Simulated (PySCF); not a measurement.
Compounds:

A. SMILES CCn1ccnc1
B. `C(/C)=C(\C)F`
C. `O=C(O)c1ccccc1F`

Spectrum 1. ¹³C{¹H} NMR (computed): δ 138.8 (CH), 136.3 (CH), 121.6 (CH), 44.2 (CH2), 22.3 (CH3).

Spectrum 2. ¹³C{¹H} NMR (computed): δ 173.6 (C), 169.6 (C), 141.5 (CH), 141.4 (CH), 128.8 (CH), 123.0 (CH), 121.0 (C).

Spectrum 3. ¹³C{¹H} NMR (computed): δ 167.0 (C, d, J = 317.0 Hz), 108.0 (CH, d, J = 15.4 Hz), 21.3 (CH3, d, J = 27.8 Hz), 12.4 (CH3, d, J = 6.8 Hz).

Method: GFN2-xTB geometry, J: B3LYP/pcJ-1 (spin–dipole term left out of most H,H and C,H couplings), σ from GIAO-PBE0/pcSseg-1, in PySCF 2.14.0 with density-fitted response routines (one averaged value for each set of equivalent atoms, no solvent model, one computed conformer, non-relativistic).

δ = σ(ref) − σ, references computed at the same level: TMS for ¹³C. Splittings of carbon signals by F and P are missing where no couplings were computed. One-bond C–F couplings are unscaled and too large by tens of Hz. Acid and N–H amide carbonyl carbons lie up to 10 ppm further downfield in solution (hydrogen bonding). Shifts are as computed. Against solution values, carbons near 30 ppm lie about +3 ppm off and those near 130 ppm about +5 ppm. Of 1211 compounds with measured shifts, 218 miss one by over three times the rms of a fit or turn the order of signals round; such compounds aren't used in these exercises.

Which spectrum belongs to which compound?

## Answers

1–A, 2–C, 3–B.

- Spectrum 1 (A): 5 ¹³C signals; δC 44.2 is an sp3 CH2 bonded to N; δC 22.3 is a methyl carbon.
- Spectrum 2 (C): 7 ¹³C signals; δC 173.6 is an aromatic carbon bearing fluorine; δC 169.6 is a carboxylic acid carbon.
- Spectrum 3 (B): 4 ¹³C signals; δC 108.0 is an alkene CH; δC 21.3 is an allylic methyl carbon.
